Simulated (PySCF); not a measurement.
**Orbital energies and ionisation energy**

Compound: CH7Cl2Ga2N.
Structure used (PBE0-D3(BJ)/def2-SVP), in Å, numbered top down from 1:
```xyz
13
CH7Cl2Ga2N angstrom
C     -2.5648   -0.0004    0.5681
N     -1.1404   -0.1645    0.7188
Ga     0.0048   -0.7829   -0.5419
Cl     1.1464    1.0719   -1.6427
Ga     3.1044    0.6564   -0.4272
Cl     1.9934   -1.1715    0.6462
H     -3.1186   -0.3600    1.4543
H     -2.8748    1.0469    0.3883
H     -2.9308   -0.5901   -0.2874
H     -0.7486    0.3445    1.5034
H     -0.2303   -1.8246   -1.6603
H      3.2203    1.7607    0.6618
H      4.1347    0.0179   -1.4003
```

Level: B3LYP/def2-SVPD (PySCF). Frontier orbitals with their largest atomic shares (Löwdin; up to four atoms above 4 %):

```csv
orbital,ε (eV),main atoms
HOMO−3,-9.24,"Cl4 46 %, Cl6 45 %"
HOMO−2,-9.07,"H11 21 %, Ga3 20 %, Cl4 14 %, H13 13 %"
HOMO−1,-8.31,"Ga5 22 %, Cl4 21 %, H12 17 %, H13 15 %"
HOMO,-6.53,?
LUMO,-0.96,"Ga5 33 %, Cl6 14 %, Ga3 14 %, Cl4 14 %"
LUMO+1,-0.68,"Ga5 24 %, Cl6 19 %, Cl4 18 %, Ga3 15 %"
LUMO+2,-0.30,"Ga3 22 %, Cl4 16 %, Cl6 16 %, Ga5 14 %"
```

**Question.** What vertical ionisation energy does ΔSCF give, and how far is −ε(HOMO) from it?

**Answer.** ΔSCF: 8.72 eV (841 kJ/mol; threshold wavelength 142 nm); ⟨S²⟩ of the doublet left behind is 0.755, against 0.75 for a pure doublet. −ε(HOMO) is 6.53 eV, 2.19 eV below it. In exact Kohn–Sham theory the two would be equal; B3LYP (global hybrid, 20 % exact exchange) falls short of its own ΔSCF value by 25 %.

**Question.** On which atoms does the HOMO lie?

**Answer.** N2 (nitrogen bonded to C, Ga and H) 60 %, C1 (N-methyl carbon) 13 %, Ga3 (gallium bonded to 2 Cl, N and H) 7 %, H8 (methyl hydrogen) 5 %, so more than half of it is on one atom. The HOMO−1 lies 1.78 eV lower.

**Question.** What kinetic energy would electrons from this vertical process carry with Lyman-α light (10.199 eV)?

**Answer.** 10.20 − 8.72 = 1.48 eV.

**Question.** With α = 109.0 au, estimate the like-pair dispersion coefficient by London's formula C6 = (3/4)α²I.

**Answer.** I = 0.3203 Eh, so C6 ≈ 2850 au, a rough estimate.

**Question.** How many of the 10 lowest singlet excitations (vertical TDDFT, same level) lie below the ionisation energy?

**Answer.** All 10; they run from 4.92 to 6.94 eV.

Geometry: PBE0-D3(BJ)/def2-SVP, one conformer, isolated molecule. The calculation is non-relativistic, for gallium too.

The run behind these numbers computed excited states and ΔSCF ions as well. The run took 1.9 min of wall time on an Arm Neoverse V1 with one thread, shared host.
